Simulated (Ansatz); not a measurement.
```xyz
12

F    -1.667   -1.754   -0.876
Si   -0.271   -1.434   -0.143
C    -0.446   -0.028    1.106
C    -0.162    1.173    0.159
Si    0.938    0.297   -1.133
H     0.247   -2.743    0.340
H    -1.378    0.050    1.671
H     0.366   -0.135    1.835
H    -1.087    1.488   -0.334
H     0.256    2.048    0.661
H     2.374    0.306   -0.734
H     0.830    0.734   -2.551
```

Charge 0, multiplicity 1.

Problem. List the ωB97M-V/def2-TZVPP orbital energies in eV (Ansatz 0.2.0). (An estimate is asked.)

Solution. Ansatz gave: Occupied: -1807.62, -1806.74, -677.23, -281.42, -281.36, -148.59, -147.85, -102.75, -102.69, -102.67, -101.96, -101.95, -101.94, -35.73, -24.26, -20.02, -18.27, -16.86, -15.52, -14.98, -14.89, -14.70, -13.76, -12.74, -11.84, -11.42, -10.29, -9.53. Lowest empty: 1.43, 1.73, 1.98, 3.02, 3.35, 3.41, 3.75, 3.95.
